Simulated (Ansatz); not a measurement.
`[BH2][SnH2][SiH3]` + `C[NH][GeH3]` → `B[N](C)[GeH3]` + `[SiH3][SnH3]` at 298.15 K and 1 bar (cleavage of the B–Sn bond).

Program: Ansatz. Geometries: PBE0-D4/def2-TZVP. ΔE: electronic, gas phase. CBS: MP2 limit from def2 TZ/QZ plus the TZ coupled-cluster correction, frozen cores. def2 core potentials past Kr. For Ge, Sn outer-core shells are correlated without core-valence functions, which leaves a few kJ/mol of doubt a bond. Scalar relativity is left out up to krypton.

```tsv
species	CCSD(T)/CBS energy (Eh)	H − E (kJ/mol)	S (J/(mol·K))
`[BH2][SnH2][SiH3]`	-532.05307	173.5	362.1
`C[NH][GeH3]`	-2173.06430	220.1	309.9
`B[N](C)[GeH3]`	-2198.49616	255.3	333.9
`[SiH3][SnH3]`	-506.68362	133.9	307.2
```

H − E and S are ideal-gas, rigid-rotor, harmonic terms from PBE0-D4/def2-TZVP, for one conformer and one mirror image of each species. 1 Eh = 2625.50 kJ/mol, R = 8.31446 J/(mol·K).

Task: By hand: ΔE, ΔH, ΔS and ΔG.

Result: ΔE = (-2198.49616) + (-506.68362) − (-532.05307) − (-2173.06430) = -0.06241 Eh = -163.9 kJ/mol. Δ(H − E) = 255.3 + 133.9 − 173.5 − 220.1 = -4.4, so ΔH = -168.3 kJ/mol. ΔS = 333.9 + 307.2 − 362.1 − 309.9 = -30.9 J/(mol·K). ΔG = -168.3 − 298.15 × (-30.9)/1000 = -159.1 kJ/mol.

Task: By hand: the equilibrium constant, and the temperature at which ΔG would vanish if ΔH and ΔS stayed fixed.

Result: log₁₀ K = −ΔG/(RT ln 10) = 27.9. ΔG = 0 at ΔH/ΔS = 5447 K, far beyond where these terms or the molecules hold.

ΔH outweighs TΔS. A doubt of 5 kJ/mol in ΔE shifts log₁₀ K by 0.9 here. Other conformers and mirror images would add mixing entropy, several J/(mol·K) or more a flexible species. These are equilibria of isolated gas molecules and say nothing of rates. Largest T1 diagnostic: 0.014 (customary marks: 0.02 for closed shells, 0.045 for open ones).
